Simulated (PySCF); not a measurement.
This PySCF input asks for the NMR shieldings of `InChI=1S/C5H11N2PSi/c1-2-5(3-6)4-7-9-8/h2,5,7H,1,4,8-9H2/t5-/m1/s1`; the geometry comes from GFN2-xTB.

```python
import basis_set_exchange as bse
import numpy as np
from pyscf import gto, dft
from pyscf.prop import nmr

atoms = """
C    -2.129150   -1.451354   -0.183267
C    -1.478538   -0.404453   -0.652928
C    -1.362778    0.899743    0.085805
C    -1.606442    2.001547   -0.812207
N    -1.761855    2.874870   -1.534053
C     0.050557    1.065207    0.717811
N     1.126337    1.102612   -0.228629
Si    2.004227   -0.255179   -0.815362
P     1.625922   -1.890227    0.669113
H    -2.645216   -1.428267    0.762952
H    -2.170676   -2.378652   -0.727196
H    -0.971538   -0.445863   -1.606494
H    -2.099655    0.938622    0.896195
H     0.055670    1.986671    1.312946
H     0.214868    0.214537    1.387151
H     1.094269    1.925588   -0.811465
H     1.563900   -0.777152   -2.119968
H     3.399325    0.185042   -0.914847
H     2.511989   -1.412321    1.617121
H     2.573637   -2.740294    0.134894
"""
names = dict.fromkeys(["C", "N", "Si", "P", "H"], "pcSseg-1")
basis = {el: gto.basis.parse(bse.get_basis(n, elements=[el], fmt="nwchem")) for el, n in names.items()}
mol = gto.M(atom=atoms, basis=basis, charge=0, verbose=0)
mf = dft.RKS(mol, xc="PBE0")
mf.grids.level = 2
mf.grids.alignment = dft.numint.BLKSIZE   # the property module wants whole blocks of grid points
mf.conv_tol = 1e-9
mf.kernel()

calc = nmr.RKS(mf)   # GIAO
C = mf.mo_coeff
Co = C[:, mf.mo_occ > 0]
resp = mf.gen_response(singlet=True, hermi=2)
def vind(x):   # induced exchange potential for any number of trial vectors
    d = np.einsum("pi,xij,qj->xpq", C, 2 * x.reshape(-1, C.shape[1], Co.shape[1]), Co, optimize=True)
    return np.einsum("xpq,pi,qj->xij", resp(d - d.transpose(0, 2, 1)), C, Co, optimize=True).ravel()
mo1, _ = nmr.rhf.solve_mo1(calc, with_cphf=vind)
sigma = calc.kernel(mo1)
for i, s in enumerate(sigma):   # ppm
    w = np.linalg.eigvalsh((s + s.T) / 2)
    print("%2d %-2s iso %8.1f  s11 %8.1f  s22 %8.1f  s33 %8.1f" % (i, mol.atom_pure_symbol(i), w.mean(), *w))
```

Q: What are the results?

A: 
```
 0 C  iso     55.7  s11    -59.6  s22     66.2  s33    160.6
 1 C  iso     44.8  s11    -78.0  s22     55.4  s33    157.1
 2 C  iso    143.9  s11    134.3  s22    144.3  s33    153.1
 3 C  iso     62.1  s11    -55.3  s22    -50.3  s33    291.9
 4 N  iso    -34.5  s11   -208.2  s22   -188.0  s33    292.7
 5 C  iso    134.7  s11    113.0  s22    142.2  s33    148.9
 6 N  iso    248.3  s11    218.3  s22    240.2  s33    286.4
 7 Si iso    377.9  s11    326.9  s22    358.4  s33    448.4
 8 P  iso    629.2  s11    556.4  s22    625.6  s33    705.6
 9 H  iso     26.0  s11     21.6  s22     25.9  s33     30.5
10 H  iso     25.9  s11     22.2  s22     25.7  s33     29.9
11 H  iso     25.5  s11     21.6  s22     26.1  s33     28.7
12 H  iso     28.8  s11     25.0  s22     27.8  s33     33.7
13 H  iso     28.3  s11     22.7  s22     27.6  s33     34.6
14 H  iso     28.5  s11     24.0  s22     29.8  s33     31.7
15 H  iso     31.0  s11     21.6  s22     29.4  s33     41.9
16 H  iso     26.4  s11     22.7  s22     24.9  s33     31.5
17 H  iso     26.2  s11     22.1  s22     24.2  s33     32.3
18 H  iso     30.6  s11     24.9  s22     27.5  s33     39.4
19 H  iso     30.9  s11     25.6  s22     26.8  s33     40.3
```

These numbers come from an equivalent density-fitted implementation of the same equations, which agrees with the script to about 0.01 ppm for H and up to a few tenths of a ppm for heavy atoms, so last digits may differ.

Q: Turn these shieldings into chemical shifts. Chemical shifts δ = σref − σ; TMS for 13C (186.93 ppm), 29Si (349.16 ppm), 1H (31.72 ppm); 15N (267.73 ppm) vs NH3; H3PO4 for 31P (318.38 ppm), all at this level.

A: Averaging equivalent atoms: C 1: 142.1; C 0: 131.2; C 3: 124.8; C 5: 52.2; C 2: 43.0; N 4: 302.2; N 6: 19.4; Si 7: -28.7; P 8: -310.8; H 11: 6.26; H 10: 5.80; H 9: 5.71; H 17: 5.53; H 16: 5.33; H 13: 3.42; H 14: 3.24; H 12: 2.89; H 18/19: 0.96; H 15: 0.74 ppm. Experimental scales use liquid or dissolved standards, which lie at an offset from isolated NH3 (liquid NH3: subtract about 20 ppm) and H3PO4. Unscaled 15N shifts of sp2 nitrogen come out 20 to 40 ppm too high even then.

Size and cost of the density-fitted run: 222 basis functions, 100 s wall time on 1 thread of an Arm Neoverse N1, shared host; peak memory 1 GiB.
